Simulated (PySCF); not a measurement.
`CC1=C(CCl)[C@@H](F)C1`, C6H8ClF

Geometry:
```tsv
atom	x (Å)	y (Å)	z (Å)
C1	1.584	-1.056	0.795
C2	0.631	-0.046	0.290
C3	-0.634	-0.059	-0.157
C4	-1.682	-1.077	-0.348
Cl5	-1.605	-1.729	-2.033
C6	-0.623	1.412	-0.502
F7	-1.533	2.191	0.172
C8	0.810	1.441	0.084
H9	2.485	-1.054	0.183
H10	1.144	-2.049	0.775
H11	1.878	-0.814	1.816
H12	-2.678	-0.650	-0.234
H13	-1.549	-1.930	0.315
H14	-0.715	1.665	-1.562
H15	0.882	2.023	1.001
H16	1.595	1.742	-0.607
```

Computed, not measured: PySCF 2.14.0, GIAO B97-2/ANO-RCC-VDZP magnetisability, rotational g tensor and spin-rotation constants, non-relativistic, gas phase. Geometry: GFN2-xTB.

Task: How diamagnetic is it, and how anisotropic?

Result: Isotropic -1305 × 10⁻³⁰ J/T², or -78.6 × 10⁻⁶ cm³/mol; principal values -1454, -1256, -1203 × 10⁻³⁰ J/T², anisotropy 229 × 10⁻³⁰ J/T² (root of half the summed squared differences of the principal values). The susceptibility is in cgs units.

Task: Split it along the inertial axes a, b, c into diamagnetic and paramagnetic parts about the centre of mass, with the quadrupole moment.

Result: 
```tsv
axis	χ (10⁻⁶ cm³/mol)	diamagnetic (10⁻⁶ cm³/mol)	paramagnetic (10⁻⁶ cm³/mol)	summed x² of all electrons (Å²)	quadrupole Θ (D Å)
a	-78.8	-684.6	605.8	209.1	-5.90
b	-75.9	-1032.6	956.7	127.0	+1.24
c	-81.0	-1426.0	1345.0	34.3	+4.67
```
Anisotropies 2χaa − χbb − χcc = -0.8 and 2χbb − χaa − χcc = +7.9 × 10⁻⁶ cm³/mol. Θ is traceless in Buckingham's convention.

Task: And the rotational g tensor?

Result: 
| axis | rotational constant (GHz) | g | nuclear part | electronic part |
| --- | --- | --- | --- | --- |
| a | 2.0882 | -0.0142 | 0.5800 | -0.5943 |
| b | 1.2107 | -0.0123 | 0.5319 | -0.5442 |
| c | 0.8615 | -0.0075 | 0.5369 | -0.5444 |

Asymmetric top; isotopes 12C, 35Cl, 19F, 1H; no vibrational averaging.
